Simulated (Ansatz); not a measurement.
Ideal-gas functions of FH₃SiTe (`F[SiH2][TeH]`) at 800 K and 1 bar, from an Ansatz frequency run at PBE0-D4/def2-TZVP.

Molar mass 177.71 g/mol, point group C1 (symmetry number 1), electronic degeneracy 1, moments of inertia 28.381, 290.687, 307.753 u Å². Harmonic wavenumbers (cm⁻¹, unscaled): 164, 184, 348, 431, 629, 754, 858, 886, 931, 2156, 2250, 2266.

Use S(trans) = R[1.5 ln M + 2.5 ln T − 1.1517]; rotational temperatures θ = 24.2544 K / I; S(rot) = R[ln(√π/σ · √(T³/θAθBθC)) + 1.5]; for each mode x = 1.438777 ν̃/T, S = R[x/(eˣ − 1) − ln(1 − e⁻ˣ)] and H = RT x/(eˣ − 1); 1 cm⁻¹ = 0.0119627 kJ/mol; R = 8.31446 J/(mol·K).

Task: By hand: the entropy, in J/(mol·K).

Result: Translation 194.0. Rotation: θ = 0.8546, 0.0834, 0.0788 K, giving 122.1. Vibration, mode by mode: 18.50, 17.55, 12.35, 10.64, 7.72, 6.39, 5.49, 5.27, 4.94, 0.86, 0.75, 0.73, in all 91.2. Electronic 0.0. Sum 407.3 J/(mol·K).

Task: By hand: H − E and G − E in kJ/mol, counted from the electronic energy.

Result: Zero-point energy ½ × 11857 × 0.0119627 = 70.9; thermal vibration 36.8; translation, rotation and pV give 4 RT = 26.6. H − E = 134.3 kJ/mol, and G − E = 134.3 − 800 × 407.3/1000 = -191.5 kJ/mol.

Vibration gives 22 % of the entropy. The sum counts one conformer and one mirror image; others add a mixing term.
